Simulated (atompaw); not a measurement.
How hard is this Li PAW (atompaw) potential?

lithium, PAW, made with atompaw 4.2.0.5 (PBE, scalar-relativistic). Core [He], reference 2s0.75 2p0.25. Waves: 2s (bound): rc 3.00 bohr; 2s channel at 0.35 Ry: rc 3.00 bohr; 2p (bound): rc 3.00 bohr; 2p channel at 3.15 Ry: rc 3.00 bohr; 3d channel at 0.25 Ry: rc 3.00 bohr; 3d channel at 1.95 Ry: rc 3.00 bohr. Local part: troulliermartins scheme with l = 3 at 1 Ry, radius 2.20 bohr. Core correction: smooth core density matched at 1.80 bohr. Augmentation charge: besselshape compensation charge, radius 2.85 bohr; PAW radius 3.00 bohr; waves and projectors: custom polynom2 7 10 vanderbiltortho.

The pseudo-atom Hamiltonian at the reference potential is diagonalised in spherical Bessel functions j_l(qr) that vanish at 20 bohr, with q² up to the cutoff. All-electron valence levels (Ry): 2s -0.2214, 2p -0.0900.

**Question.** How do the lowest levels (Ry) of each channel move with the cutoff, and are there ghosts?

**Answer.**

```
cutoff (Ry)     s #1     p #1    d #1    f #1    f #2  Σ f·Δε (mRy)
          8  -0.2213  -0.0895  0.0343  0.0885  0.2126           0.2
         10  -0.2213  -0.0897  0.0343  0.0885  0.2126           0.1
        400  -0.2214  -0.0900  0.0343  0.0885  0.2126           0.0
```

Result: no extra level below or beside the all-electron valence levels (s, p, d, f tested); 10 mRy is reached at 6 Ry and 1 mRy at 6 Ry.
